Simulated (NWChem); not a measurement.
Species: CdNH$_{2}$F; SMILES [NH2][Cd][F]

```xyz
5

Cd    -0.0022    -0.0207     0.0144
F      0.0052    -1.9498    -0.0183
N      0.0052     1.9764     0.0497
H     -0.8017     2.3582    -0.4439
H      0.8251     2.3493    -0.4296
```
Atoms are numbered in this order, from 1.

Computed with NWChem. Structure relaxed at the PBE0/def2-SVP level. def2 effective core potentials on Cd; no spin-orbit coupling.

For level PBE/STO-3G (all-electron, non-relativistic):

```
Quantity                     Value
---------------------------  -----
highest occupied level (eV)  -0.93
orbital gap (eV)              4.72
dipole (D)                    1.03
```

Problem. Estimate the same quantities for level PBE/def2-SVP (core potentials).

Solution. 
- highest occupied level (eV): -5.70
- orbital gap (eV): 3.72
- dipole (D): 2.54
